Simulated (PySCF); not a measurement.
## Radial density of Ti⁺ (titanium, charge +1)

BHandHLYP, [Ar] 3d1 4s2, 2D determinant (an excited configuration). Computed with PySCF 2.14 in def2-TZVPPD, with the non-relativistic Hamiltonian (point nucleus).

| r (bohr) | 4πr²ρ (e/bohr) | 4πr²(ρα − ρβ) |
| --- | --- | --- |
| 0.000985 | 0.08316 | 0.0000 |
| 0.00166 | 0.2291 | 0.0000 |
| 0.00279 | 0.6153 | 0.0000 |
| 0.00469 | 1.603 | 0.0000 |
| 0.00788 | 3.939 | 0.0001 |
| 0.0133 | 8.812 | 0.0002 |
| 0.0223 | 16.79 | 0.0003 |
| 0.0375 | 24.68 | 0.0005 |
| 0.0631 | 24.68 | 0.0006 |
| 0.106 | 19.46 | 0.0027 |
| 0.178 | 25.56 | 0.0185 |
| 0.300 | 23.83 | 0.1016 |
| 0.505 | 8.397 | 0.3965 |
| 0.849 | 10.11 | 0.7444 |
| 1.43 | 4.488 | 0.5301 |
| 2.40 | 1.070 | 0.1253 |
| 4.04 | 0.4350 | 0.0040 |
| 6.80 | 0.007866 | -0.0005 |
